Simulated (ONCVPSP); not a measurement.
## Before and after: ONCV potential for Ni

```json
{
 "Element": "nickel (Ni)",
 "Generator": "ONCVPSP 4.0.1",
 "Type": "optimised norm-conserving Vanderbilt (ONCV)",
 "Functional": "LDA (Perdew-Wang 92)",
 "Relativity": "scalar-relativistic",
 "Frozen core": "[Ne] 3s2",
 "Valence charge": "16",
 "Reference configuration": "3p6 3d8 4s1 (charge +1)",
 "Partial waves": "4s: rc 1.80 bohr, ncon 4, nbas 8, qcut 3.5 1/bohr, 3 projectors, debl 3.3 Ha; 3p: rc 1.10 bohr, ncon 4, nbas 8, qcut 12.9 1/bohr, 1 projector; 3d: rc 1.55 bohr, ncon 5, nbas 10, qcut 11 1/bohr, 3 projectors, debl 2 Ha",
 "Local potential": "polynomial inside 0.95 bohr (lpopt 5, dvloc0 0 Ha)",
 "Core correction": "none"
}
```

Change: s: qcut 2.3; p: qcut 8.3; d: qcut 7.1.

Cutoffs: the cutoffs (Ha) at which the residual kinetic energy of the hardest occupied pseudo-wave falls to 1 and 0.1 mHa per electron; they do not see the model core or the augmentation charge, which bear on the density cutoff. Errors are all-electron minus pseudo energies relative to the spin-unpolarised reference configuration.

**Question.** Predict the effect on cutoff, ghosts and configuration errors.

**Answer.** The potential gets harder (48 Ha and 54 Ha → 149 Ha and 166 Ha); a bound ghost appears in d, s, which as a rule spoils a file; of the 4 tests that both files solve, the error grows in 2 and shrinks in 2 by more than 15 % and 0.3 meV (median size 16.3 → 23.7 meV); the range in which the s phases agree widens (upper end 3.8 → at the end of the scan).

| quantity | base | changed |
| --- | --- | --- |
| cutoff, loose | 48 Ha | 149 Ha |
| cutoff, tight | 54 Ha | 166 Ha |
| loose cutoff by channel | s 5.4 Ha, p 43 Ha, d 48 Ha | s 20 Ha, p 39 Ha, d 149 Ha |
| bound ghosts | none | s, d |
| GHOST(+) flags under 300 eV | s at 105.1 eV | none |
| error for 3p6 3d8 4s2, meV [ΔE -9.59 eV] | -2.5 | -1.1 |
| error for 3p6 3d8 4s0, meV [ΔE 17.65 eV] | -9.2 | -1.2 |
| error for 3p6 3d7 4s0, meV [ΔE 55.46 eV] | +93 | +130 |
| error for 3p6 3d9 4s0, meV [ΔE -3.05 eV] | -23 | +46 |
| s: phases at 1.82 bohr within 0.05 rad from the reference energy up to (Ha; the scan ends near 5) | 3.8 | to the end of the scan |
| p: phases at 1.12 bohr within 0.05 rad from the reference energy up to (Ha; the scan ends near 5) | 1.1 | 0.8 |
| d: phases at 1.57 bohr within 0.05 rad from the reference energy up to (Ha; the scan ends near 5) | to the end of the scan | to the end of the scan |

 A true bound ghost makes a file unfit for plane-wave use even where its test errors are small: the radial tests pick states by their node count and pass the ghost by.
